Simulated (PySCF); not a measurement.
**Shapes and spin states of Te3**

All numbers come from PySCF, PBE0, basis Te def2-TZVP with ECP28 (scalar-relativistic core potentials, no spin–orbit coupling, density fitting).

Relaxations began from a few typed shapes and spin states; open shells are unrestricted. The search is not exhaustive: other isomers or separated fragments can lie lower, and high-lying points may rest on an excited occupation.

(1) Which is the lowest minimum found?
A. singlet (closed shell, unstable to spin polarisation) C2v: Te–Te 2.576 Å (×2); Te–Te–Te 114.5°
B. triplet C2v: Te–Te 2.637 Å (×2), Te–Te 3.568 Å; Te–Te–Te 47.4° (×2), Te–Te–Te 85.1°
C. triplet C2v: Te–Te 2.738 Å (×2), Te–Te 3.073 Å; Te–Te–Te 55.9° (×2), Te–Te–Te 68.3°
D. triplet C2v: Te–Te 2.624 Å (×2); Te–Te–Te 120.3°
E. singlet D3h: Te–Te 2.730 Å (×3); Te–Te–Te 60.0° (×3)
F. singlet (closed shell, unstable to spin polarisation) D∞h: Te–Te 2.682 Å (×2); Te–Te–Te 180.0°
G. singlet (closed shell, unstable to spin polarisation) C2v: Te–Te 2.577 Å (×2); Te–Te–Te 113.9°

## Answers

(1) E. The others lie at 45.4 (singlet C2v), 46.1 (singlet C2v), 56.3 (triplet C2v), 99.6 (triplet C2v), 107.8 (triplet C2v), 225.0 (singlet D∞h, a saddle point) kJ/mol above it.
